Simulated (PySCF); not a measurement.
Spin-rotation constants: `N[P@]1(=N[SiH3])C=CCC1`, C$_{4}$H$_{11}$N$_{2}$PSi

Cartesian coordinates in Å; atom numbers follow the order of the lines, from 1:
```xyz
19

N     0.115    1.673    1.566
P     0.332    0.594    0.290
N     1.768    0.715   -0.315
Si    2.496   -0.205   -1.572
C    -1.155    0.825   -0.725
C    -2.073   -0.089   -0.450
C    -1.785   -1.061    0.655
C    -0.290   -1.012    0.970
H     0.920    1.624    2.185
H     0.042    2.624    1.218
H     1.574   -1.069   -2.326
H     3.521   -1.061   -0.963
H     3.094    0.769   -2.485
H    -1.231    1.574   -1.496
H    -3.030   -0.154   -0.949
H    -2.373   -0.768    1.529
H    -2.104   -2.067    0.372
H     0.248   -1.811    0.455
H    -0.076   -1.090    2.036
```

Method used: GIAO PBE/3-21G magnetisability, rotational g tensor and spin-rotation constants, non-relativistic, gas phase in PySCF. Geometry: GFN2-xTB.

**Question.** Give the nuclear spin-rotation constants along the inertial axes (H = +C I·J) beside the isotropic shieldings.

**Answer.** Rotational constants 2.3206, 1.0258, 0.9068 GHz. A star marks the isotopologue with that one atom substituted, in its own axes.
```csv
atom,isotope,Caa (kHz),Cbb (kHz),Ccc (kHz),mean (kHz),σ (ppm)
N1,14N,0.099,0.038,0.041,0.060,228.6
P2,31P,2.472,1.559,1.311,1.780,409.6
N3,14N,0.206,0.030,0.018,0.085,220.2
H9,1H,-0.275,-0.071,-0.067,-0.138,32.3
H10,1H,-0.344,-0.088,-0.021,-0.151,32.1
H11,1H,-0.166,0.014,-0.083,-0.078,28.1
H12,1H,-0.149,-0.098,0.016,-0.077,27.8
H13,1H,-0.079,-0.092,-0.016,-0.062,27.8
H14,1H,-0.259,-0.132,0.076,-0.105,27.6
H15,1H,-0.090,-0.052,-0.041,-0.061,26.5
H16,1H,-0.043,-0.074,-0.099,-0.072,30.2
H17,1H,-0.260,0.003,-0.085,-0.114,30.5
H18,1H,-0.174,-0.058,-0.089,-0.107,31.9
H19,1H,-0.278,-0.074,-0.023,-0.125,31.1
Si4,29Si*,-0.996,-0.455,-0.427,-0.626,496.1
C5,13C*,0.476,0.184,0.337,0.332,94.7
C6,13C*,0.532,0.224,0.354,0.370,75.6
C7,13C*,0.316,0.144,0.101,0.187,174.6
C8,13C*,0.269,0.137,0.121,0.176,176.3
```
For the geometry as given, no vibrational averaging.
